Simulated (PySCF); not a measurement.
## Working out the ionisation energy of Mo

Mo [Kr] 4d5 5s1 (7S) → Mo⁺ [Kr] 4d5 (6S). Calculation: PySCF 2.14, in x2c-TZVPall (8s6p6d1f, 63 functions); the spin-free X2C one-electron Hamiltonian (Gaussian nucleus). Frozen: [Kr]. Energies in hartree (1 hartree = 27.21139 eV):

| part | Mo (lower) | Mo⁺ (upper) |
| --- | --- | --- |
| UHF | -4046.193021 | -4045.963138 |
| MP2 opposite-spin | 0.000000 | 0.000000 |
| MP2 same-spin | -0.062094 | -0.046878 |

Q: What does Hartree-Fock give?

A: (-4045.963138) − (-4046.193021) = 0.229883 hartree = 6.255 eV.

Q: What do MP2 and SCS-MP2 (6/5 opposite-spin, 1/3 same-spin) give?

A: The opposite-spin parts differ by 0.000 eV and the same-spin parts by 0.414 eV. MP2: 6.255 + (0.000) + (0.414) = 6.669 eV. SCS-MP2: 6.255 + 1.2 × (0.000) + (0.414)/3 = 6.393 eV.

Measured between the centres of the two terms (NIST): 7.092 eV, so MP2 (valence) is off by -0.423 eV.

What remains against the reference includes basis incompleteness, the frozen core and correlation beyond second order.
